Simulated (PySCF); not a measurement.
ClGa, charge +1, multiplicity 2. Atoms are numbered in the order given.

```xyz
2

Ga     0.0000     0.0000    -0.7492
Cl     0.0000     0.0000     1.3663
```
Charge +1, spin multiplicity 2.

Geometry: PBE-D3(BJ)/def2-TZVP. The spin state was assumed, not searched.

All values below come from r2SCAN/def2-TZVPD in PySCF.

Mulliken values depend strongly on the basis, most of all with diffuse functions as here. ESP charges are fitted to the potential on shells at 1.4 to 2.0 van der Waals radii. Atomic charges (e):

```
atom  Mulliken  ESP fit  meta-Löwdin  Mulliken spin
----  --------  -------  -----------  -------------
Ga1       0.95     0.96         0.97           0.70
Cl2       0.05     0.04         0.03           0.30
```
